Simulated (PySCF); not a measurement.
# NMR problem set

PySCF calculation with geometry from GFN2-xTB, PBE0/pcSseg-1 with gauge-including orbitals and J couplings at B3LYP/pcJ-1; non-relativistic, no solvent, rapidly exchanging positions averaged, single conformer.

Referencing at the same level of theory: TMS for $^{1}$H (σref 31.72), $^{13}$C (σref 186.93). Multiplet labels drop J under 1 Hz and among equivalent protons, and merge close values. Unscaled 3J(H,H) run several per cent high. Where no couplings were computed, multiplicities follow the n + 1 count of equivalent neighbours, and m marks all less simple cases (inequivalent or close neighbours, rings, F or P nearby). One-bond C–F couplings are unscaled and too large by tens of Hz. Shifts are as computed. Against solution values, carbons near 30 ppm lie about +3 ppm off and those near 130 ppm about +5 ppm. Of 1211 compounds with measured shifts, 218 miss one by over three times the rms of a fit or turn the order of signals round; such compounds aren't used in these exercises.

Task: C10H10O. $^{1}$H NMR (600 MHz, computed): δ 7.56 (m, 1H), 7.56 (m, 1H), 7.48 (m, 1H), 7.47 (m, 1H), 6.21 (m, 1H), 5.86 (m, 1H), 5.57 (m, 1H), 5.55 (m, 1H), 5.48 (m, 1H), 5.20 (m, 1H). $^{13}$C{$^{1}$H} NMR (computed): δ 152.1, 148.4, 145.8, 132.9, 132.7, 128.6, 125.8, 117.2, 93.2, 78.3. What is it?

Result: SMILES c1cccc2c1[C@@H](C=C)OC2. The formula gives 6 degrees of unsaturation (2 rings in the answer). 10 carbon signals for 10 carbons: no two carbons are equivalent. Carbon types of the structure: 2 × C, 6 × CH, 2 × CH2, which accounts for all hydrogens. δC 152.1: alkene CH; as expected for a trigonal carbon in a double bond. δC 117.2: terminal =CH2 carbon; as expected for a trigonal carbon in a double bond. δC 93.2: sp3 CH bonded to O, on an aromatic ring; deshielded by the electronegative neighbour. δC 78.3: sp3 CH2 bonded to O, on an aromatic ring; deshielded by the electronegative neighbour.

The shifts were computed for this structure.

Task: C4F6. $^{13}$C{$^{1}$H} NMR (computed): δ 165.5 (m), 130.2 (m). Identify the compound.

Result: SMILES FC(=C(F)F)C(F)=C(F)F. The formula gives 2 degrees of unsaturation (no ring in the answer). 2 carbon signals for 4 carbons: some carbons are equivalent by symmetry or fast rotation. Carbon types of the structure: 4 × C. δC 165.5, 130.2: fully substituted alkene carbon.

This is the structure that produced the data.

Task: C10H8. $^{1}$H NMR (400 MHz, computed): δ 8.17 (d, 4H), 7.86 (m, 4H). $^{13}$C{$^{1}$H} NMR (computed): δ 137.2, 134.0, 131.5. Identify the compound.

Result: naphthalene (SMILES c12ccccc1cccc2). The formula gives 7 degrees of unsaturation (2 rings in the answer). 3 carbon signals for 10 carbons: some carbons are equivalent by symmetry or fast rotation. Carbon types of the structure: 2 × C, 8 × CH, which accounts for all hydrogens. δC 137.2: ring-fusion aromatic carbon. δC 134.0, 131.5: aromatic CH; the aromatic region. δH 8.17, 7.86: hydrogen on an aromatic CH; aromatic region.

This is the structure that produced the data.
